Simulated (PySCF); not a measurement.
MHF across group 13

Level: PBE0, basis family def2-TZVP, scalar-relativistic core potentials from Rb on and no relativity for lighter atoms.

Each entry is the lowest minimum that a search over a few typed start shapes (and spin states, where more than one is plausible) found, or that minimum re-optimised at the stated level; isomers with ligand–ligand bonds, or fragments after loss of a ligand pair, can lie lower. Open shells are unrestricted; no spin–orbit coupling; PySCF with density fitting.

| molecule | 2S+1 | point group | mean bond to the central atom (Å) | atomisation (kJ/mol) | distinct angles (°) | highest ω (cm⁻¹) |
| --- | --- | --- | --- | --- | --- | --- |
| BHF | 2 | Cs | 1.254 | 986 | 121 | 2533 |
| AlHF | ? | ? | ? | ? | ? | ? |
| GaHF | 2 | Cs | 1.689 | 679 | 114 | 1721 |
| InHF | 2 | Cs | 1.874 | 601 | 114 | 1516 |

Question: Fill in the row of AlHF.

Answer: 2S+1: 2; point group: Cs; mean bond to the central atom (Å): 1.632; atomisation (kJ/mol): 807; distinct angles (°): 115; highest ω (cm⁻¹): 1795.

Left out of the table are members whose search was unfinished or whose lowest solution was spin-contaminated, unstable, very soft or bonded differently.
